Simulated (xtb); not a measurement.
xtb input:

```bash
xtb mol.xyz --gfn 1 --sp --chrg -1 --uhf 0
```
mol.xyz:
```
3

Sn     0.16484965    -0.14481094     0.21959768
O      0.90798272     0.13659776    -1.48342674
F     -1.72292714     0.68308500     0.09861446
```

Task: Predict the final energy.

Result: -12.59787 Eh (GFN1-xTB).
